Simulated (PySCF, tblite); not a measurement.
A set of runs on `CO[C@@H](C#N)[SiH2]C=C=O`; the geometry of each is named by its level. Settings lines and outputs come from a driver script.

Compound: C5H7NO2Si.
Atom-mapped SMILES: `[CH3:1][O:2][C@@H:3]([C:4]#[N:5])[SiH2:6][CH:7]=[C:8]=[O:9]` (hydrogens: H10, H11, H12 on C1; H13 on C3; H14, H15 on Si6; H16 on C7)

Step 1: GFN2-xTB geometry optimisation, gas phase (tblite 0.8.0) (from a force-field or distance-geometry start)
```json
{"job": {"kind": "relax", "xc": "GFN2-xTB", "basis": "xTB"}, "charge": 0, "multiplicity": 1}
```
```
step      E/eV     max force
  0    -733.60141    2.566
  1    -733.62699    6.118
  2    -733.72843    1.435
...
146    -733.91628    0.029
147    -733.91633    0.017
148    -733.91637    0.019
149    -733.91639    0.013
150    -733.91642    0.009
```

Energy lowered by 7.3 kcal/mol over 150 steps; largest atomic force 0.009 eV/Å at the end. «max force» is the largest atomic force in eV/Å.

The run took 1.9 s of wall time on one thread, Arm Neoverse N1 (aarch64), no GPU, on a shared host.

Step 2: GFN2-xTB harmonic vibrations, gas phase (tblite 0.8.0) (on the GFN2-xTB geometry)
```json
{"job": {"kind": "ir", "xc": "GFN2-xTB", "basis": "xTB"}, "charge": 0, "multiplicity": 1}
```
```
(table of modes left out)
```

42 modes from 24 to 3122 cm⁻¹ (unscaled, harmonic); zero-point energy 66.4 kcal/mol; all wavenumbers are real at this level.

Time: 1.0 s. Hardware: one thread, Arm Neoverse N1 (aarch64), shared host.

Step 3: TDDFT wB97X-D/def2-SVPD, vertical, gas phase, core orbitals frozen in the response (PySCF 2.14.0, density-fitted response routines) (on the GFN2-xTB geometry)
```json
{"job": {"kind": "uv", "xc": "wB97X-D", "basis": "def2-SVPD", "nstates": 8, "ntriplets": 3}, "charge": 0, "multiplicity": 1}
```
```
...
Static polarisability (au): isotropic 93.586, principal 71.300 96.981 112.475
Singlet excitations
state   eV       nm        f      main configurations
  1   4.2130    294.3   0.00083   H->L 0.96
  2   6.6391    186.7   0.01816   H->L+1 0.64, H->L+3 0.16
  3   6.8806    180.2   0.01795   H->L+2 0.65, H->L+5 0.11, H-1->L 0.08
  4   6.9582    178.2   0.00768   H-2->L+1 0.47, H-1->L+1 0.13, H-2->L+3 0.09
  5   7.0592    175.6   0.00550   H-1->L 0.57, H->L+2 0.17
  6   7.1605    173.2   0.01366   H-1->L 0.22, H-1->L+1 0.19, H->L+5 0.13
  7   7.2267    171.6   0.00530   H-1->L+1 0.48, H->L+5 0.12
  8   7.5023    165.3   0.01903   H-2->L 0.58, H->L+3 0.13
Triplet excitations (Tamm-Dancoff, eV): 3.9304 5.4945 6.2863
```

HOMO -9.35 eV, LUMO 0.55 eV; lowest singlet 4.21 eV; lowest triplet 3.93 eV (Tamm–Dancoff); mean polarisability 93.6 au.

Time: 2.0 min of wall time; peak memory 1.1 GiB. Hardware: Arm Neoverse N1, one thread, no GPU, on a shared host.

Geometry of the electronic-property runs (GFN2-xTB):
```
atom  x, y, z in Å
C1    -1.8461    1.2036    0.0904
O2    -0.7173    0.5950   -0.4881
C3    -0.4460   -0.7141   -0.0140
C4    -1.3964   -1.6852   -0.4784
N5    -2.1419   -2.4576   -0.8768
Si6    1.3236   -1.0269   -0.7128
C7     2.3848    0.2867    0.1019
C8     1.8622    1.2876    0.7310
O9     1.3457    2.1439    1.3180
H10   -1.9255    2.1901   -0.3618
H11   -2.7582    0.6308   -0.1115
H12   -1.7219    1.3089    1.1754
H13   -0.4464   -0.7381    1.0881
H14    1.2586   -0.8776   -2.1659
H15    1.7684   -2.3646   -0.3063
H16    3.4489    0.2267   -0.0244
```

 (This holds for the electronic-property runs.)

One conformer stands for the species.

wB97X-D is run here without its empirical dispersion term; that term would change no orbital, density or response property at a fixed geometry.
